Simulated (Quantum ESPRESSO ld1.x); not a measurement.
Values are calculated unless marked as measured or tabulated.
Q: The mean radii <r> (bohr) of the occupied orbitals of an atom or ion are listed with their occupations. Level of theory: scalar-relativistic Kohn-Sham, LDA (Slater exchange, Perdew-Zunger correlation), spin-polarised, spherical densities, point nucleus (ld1.x of Quantum ESPRESSO 7.5).

orbital  occ.      <r>
1s up       1  0.02233
1s down     1  0.02233
2s up       1  0.09504
2s down     1  0.09504
2p up       3  0.08377
2p down     3  0.08377
3s up       1   0.2465
3s down     1   0.2464
3p up       3   0.2440
3p down     3   0.2439
3d up       5   0.2208
3d down     5   0.2206
4s up       1   0.5036
4s down     1   0.5035
4p up       2   0.5153

Name the element and its charge. Open shells, if any, are filled with parallel spins first.

A: Z = 63, europium, charge +31: Eu31+ in [Ar] 3d10 4s2 4p2. The 1s radius gives Z: for a bare nucleus <r> = (2 gamma + 1)/(2Z) with gamma = sqrt(1 - (Z/c)^2), 0.02203 bohr for Z = 63, and screening makes it slightly larger (0.02233 here). The occupations add up to 32, and the charge is Z minus that.
